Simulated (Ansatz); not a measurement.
CH4Sn (SMILES [CH3][SnH]) moved off its minimum; all values from Ansatz (a first-principles code), cores frozen in correlated methods. Elements past Kr take the def2 small-core potentials, without spin–orbit coupling.
(charge 0, multiplicity 1)
```xyz
6

Sn    -0.01482     0.27386     0.25003
H     -0.44543     1.42152    -1.06356
C     -0.00967    -1.48077    -1.17866
H      0.68124    -1.26775    -1.88793
H     -0.98243    -1.50055    -1.59809
H      0.17611    -2.34899    -0.62853
```

Q: Give the forces (eV/Å), the total energy and the dipole at CCSD(T)/def2-TZVPPD.

A: 
```csv
atom,Fx,Fy,Fz
Sn1,-0.039,-0.226,-0.321
H2,0.034,-0.046,0.075
C3,-1.620,1.427,2.523
H4,2.228,0.420,-2.332
H5,-1.046,-0.104,-0.589
H6,0.443,-1.470,0.644
```
Energy -253.8399 hartree, dipole 0.51 D.

Doubts at one or more of the structures used: a restricted determinant that unrestricted orbitals would lower (CCSD(T)/def2-TZVPPD).
